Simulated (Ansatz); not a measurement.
Computed with Ansatz on PBE0-D4/def2-TZVP structures; ΔE is electronic, products minus reactants. CBS: MP2 limit from def2 TZ/QZ plus the TZ coupled-cluster correction, frozen cores. This one scheme is used for every species. DFT in def2-TZVPP. HSE06 is defined as in plane-wave codes. For Ga outer-core shells are correlated without core-valence functions, which leaves a few kJ/mol of doubt a bond. Scalar relativity is left out up to krypton.

`C[SiH2][GaH2]` + H₂ → `[SiH3][GaH2]` + CH₄  (hydrogenolysis of the Si–C bond)

`C[SiH2][GaH2]`:

Z-matrix (Å, degrees):
```
C
Si 1 1.880
H 1 1.092 2 110.8
H 1 1.092 2 111.0 3 120.2
H 1 1.092 2 110.8 3 -119.6
Ga 2 2.414 1 114.4 3 59.8
H 2 1.494 1 109.6 3 -178.2
H 2 1.494 1 109.6 3 -62.2
H 6 1.575 2 120.8 1 -179.9
H 6 1.577 2 122.1 1 0.1
```

H₂:

```xyz
2

H    -0.072    0.361    0.060
H     0.072   -0.361   -0.060
```

`[SiH3][GaH2]`:

```xyz
7

Si   -0.488   -0.681   -0.607
Ga    0.673    0.917    0.780
H     0.246   -1.976   -0.684
H    -0.709   -0.192   -1.996
H    -1.826   -0.963   -0.009
H     1.338    0.459    2.130
H     0.766    2.436    0.385
```

CH₄:

```xyz
5

C     0.000    0.000    0.000
H    -0.576   -0.925    0.006
H     0.952   -0.169   -0.502
H     0.182    0.322    1.025
H    -0.558    0.772   -0.529
```

Problem. Is it downhill or uphill in electronic energy at CCSD(T)/CBS, and by how much? (Best estimate.)

Solution. Computed: Downhill: ΔE = -31.0 kJ/mol.

Problem. What do these levels give: PBE-D4, BLYP-D4, r2SCAN-D4, PBE0-D4, HSE06-D4, BHLYP-D4, r2SCAN, r2SCAN0, CCSD(T)/def2-SVP, HF/def2-TZVPP, SCS-MP2/def2-TZVPP, HF/def2-QZVPP? (Estimate.)

Solution. Computed: PBE-D4 -29.3, BLYP-D4 -31.5, r2SCAN-D4 -30.7, PBE0-D4 -32.2, HSE06-D4 -32.3, BHLYP-D4 -38.3, r2SCAN -32.1, r2SCAN0 -34.5, CCSD(T)/def2-SVP -46.3, HF/def2-TZVPP -54.5, SCS-MP2/def2-TZVPP -33.8, HF/def2-QZVPP -54.4 kJ/mol.

Largest T1 diagnostic among the species: 0.013.

The D4 term adds +8.1 kJ/mol with B3LYP and +4.5 kJ/mol with PBE0; it sums over pairs of atoms, weighted by their polarisabilities, and B3LYP, whose exchange is more repulsive, gets the larger term. Leaving LDA and LC-ωPBE aside and taking each functional with its dispersion term where it has one, the values, not all of them listed here, spread over 12.9 kJ/mol, from BHLYP-D4 to revPBE-D4. LDA lies +4.6 kJ/mol from PBE without D4. In def2-TZVPP, CCSD(T) changes the Hartree–Fock value by +20.6 kJ/mol (the triples alone add +3.9 kJ/mol) and MP2 by +26.4 kJ/mol.

B3LYP here is the variant with VWN-RPA as its local correlation; programs differ in this.
